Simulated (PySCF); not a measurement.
Al(H)(OH)2, SMILES [OH][AlH][OH], singlet (PBE0/def2-SVP optimised geometry):

```
6

Al    -0.675     0.467     0.000
H     -1.404     1.855     0.000
O     -1.640    -0.931    -0.001
H     -1.392    -1.855     0.006
O      1.023     0.467     0.000
H      1.640    -0.264     0.000
```

Level of theory: PBE0/def2-TZVP in PySCF.

Q: What are the frontier orbital energies and the dipole moment?

A: HOMO-2 -9.34 eV, HOMO-1 -9.11 eV, HOMO -9.03 eV, LUMO -0.09 eV, LUMO+1 0.00 eV; dipole moment 2.46 D.

On the same geometry PBE/def2-TZVP (PySCF) gives HOMO-2 -7.81 eV, HOMO-1 -7.38 eV, HOMO -7.33 eV, LUMO -0.93 eV, LUMO+1 -0.77 eV; dipole moment 2.43 D.

Meta-Löwdin charges at PBE0/def2-TZVP: Al1 1.03, H2 -0.15, O3 -0.79, H4 0.35, O5 -0.79, H6 0.35.
